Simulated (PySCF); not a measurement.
## Calculated data, AlBClH$_{3}$O, AlFH$_{2}$O

Calculation on a computer-drawn molecule: optimised geometry and harmonic frequencies of an isolated molecule of the commonest isotopes, restricted reference for singlets and unrestricted otherwise, frozen core in MP2. Program: PySCF 2.14.0.

Common to all runs: charge 0; multiplicity 1; basis cc-pV(D+d)Z.

```yaml
- entry: 1
  formula: AlBClH3O
  start_structure:
    atoms_angstrom:
      - [O, -0.6825, 2.5644, -0.1429]
      - [Al, -0.4258, 1.141, -1.0216]
      - [B, -0.8995, -0.6966, -0.0149]
      - [Cl, 0.4358, -1.6977, 0.6084]
      - [H, -0.5098, 3.4568, -0.3926]
      - [H, 0.1491, 1.2256, -2.4937]
      - [H, -1.9828, -1.164, 0.1903]
  given:
    method: MP2
    drawn_bonds_atom: [1, 2, 3, 1, 2, 3]
    drawn_bonds_other_atom: [2, 3, 4, 5, 6, 7]
    drawn_bonds_order: [1, 1, 1, 1, 1, 1]
  results:
    optimised_atom_element: [O, Al, B, Cl, H, H, H]
    "optimised_atom_x [angstrom]": [-0.7733, -0.4136, -0.8994, 0.4275, -0.546, 0.278, -1.989]
    "optimised_atom_y [angstrom]": [2.586, 1.141, -0.6947, -1.778, 3.455, 1.227, -1.106]
    "optimised_atom_z [angstrom]": [-0.1344, -0.993, 0.004575, 0.4354, -0.4843, -2.417, 0.3216]
    "modes_frequency [cm^-1]": [20.59, 129.2, 175.5, 381.2, 484.5, 560.1, 577.2, 689.4, 719.4, 834.8, 872.4, 1072, 1947, 2657, 3922]
    "modes_reduced_mass [dalton]": [4.577, 4.167, 3.829, 1.24, 1.398, 2.107, 1.307, 1.563, 1.461, 5.175, 3.274, 1.357, 1.044, 1.093, 1.067]
    "rotational_constants [GHz]": [15.17, 1.586, 1.556]
    "total_energy [hartree]": -803.2593
    "convergence_status_largest_gradient_component [hartree/bohr]": 1.171e-05
- entry: 2
  formula: AlFH2O
  start_structure:
    atoms_angstrom:
      - [O, 1.3728, 1.5494, 2.9218]
      - [Al, 0.2101, 1.0004, 1.8793]
      - [F, -0.4701, -0.5472, 2.138]
      - [H, 1.926, 1.9884, 3.4562]
      - [H, -0.3268, 1.7744, 0.7169]
  given:
    method: HF
    drawn_bonds_atom: [1, 2, 1, 2]
    drawn_bonds_other_atom: [2, 3, 4, 5]
    drawn_bonds_order: [1, 1, 1, 1]
  results:
    optimised_atom_element: [O, Al, F, H, H]
    "optimised_atom_x [angstrom]": [1.359, 0.2098, -0.4541, 1.859, -0.2616]
    "optimised_atom_y [angstrom]": [1.358, 0.9433, -0.5586, 2.148, 1.874]
    "optimised_atom_z [angstrom]": [3.092, 1.948, 2.078, 3.206, 0.7878]
    "modes_frequency [cm^-1]": [273.4, 357.8, 521.3, 540.8, 715.0, 800.9, 972.4, 2070, 4240]
    "modes_reduced_mass [dalton]": [6.601, 1.103, 1.204, 1.371, 1.142, 12.08, 7.881, 1.044, 1.068]
    "rotational_constants [GHz]": [32.08, 6.718, 5.555]
    "total_energy [hartree]": -417.5221
    "convergence_status_largest_gradient_component [hartree/bohr]": 1.071e-05
- entry: 3
  formula: AlFH2O
  start_structure:
    atoms_angstrom:
      - [O, 1.3593, 1.3581, 3.0922]
      - [Al, 0.2098, 0.9433, 1.9476]
      - [F, -0.4541, -0.5586, 2.0783]
      - [H, 1.8586, 2.1482, 3.2063]
      - [H, -0.2616, 1.8744, 0.7878]
  given:
    method: MP2
    drawn_bonds_atom: [1, 2, 1, 2]
    drawn_bonds_other_atom: [2, 3, 4, 5]
    drawn_bonds_order: [1, 1, 1, 1]
  results:
    optimised_atom_element: [O, Al, F, H, H]
    "optimised_atom_x [angstrom]": [1.38, 0.2147, -0.4746, 1.829, -0.2367]
    "optimised_atom_y [angstrom]": [1.33, 0.9372, -0.5774, 2.182, 1.894]
    "optimised_atom_z [angstrom]": [3.135, 1.957, 2.065, 3.149, 0.806]
    "modes_frequency [cm^-1]": [256.4, 354.1, 513.0, 572.1, 688.6, 765.6, 937.5, 2032, 3944]
    "modes_reduced_mass [dalton]": [7.24, 1.1, 1.362, 1.143, 1.219, 10.88, 6.904, 1.045, 1.067]
    "rotational_constants [GHz]": [31.34, 6.547, 5.416]
    "total_energy [hartree]": -417.9646
    "convergence_status_largest_gradient_component [hartree/bohr]": 7.504e-06
```
